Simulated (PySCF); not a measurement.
## Sr: interval between two levels

Sr [Kr] 5s2 → Sr [Kr] 4d2 [3F4, M_J = 4], as a difference of total energies. All numbers are calculated (PySCF 2.14, the two-component X2C-1e Hamiltonian, in x2c-TZVPall-2c with one added diffuse shell each of s, p, d type (9s10p8d1f, 86 functions)). Correlated levels: [Ar] 3d10 frozen; the 6 highest virtual spinors dropped. "Screened" scales the spin-orbit matrix elements by Boettger's factors to mimic the two-electron term; Breit and QED terms are absent.

```csv
method,interval between two levels (cm⁻¹)
GHF (spin-free),35752
GMP2 (spin-free),40784
GHF (screened spin-orbit),35796
GMP2 (screened spin-orbit),40882
```

The labels give the starting determinants; with spin-orbit coupling the two ends relaxed to ⟨J²⟩ = 0.00, ⟨L²⟩ = 0.01, ⟨S²⟩ = 0.01 and ⟨J²⟩ = 20.00, ⟨L²⟩ = 12.01, ⟨S²⟩ = 2.01.
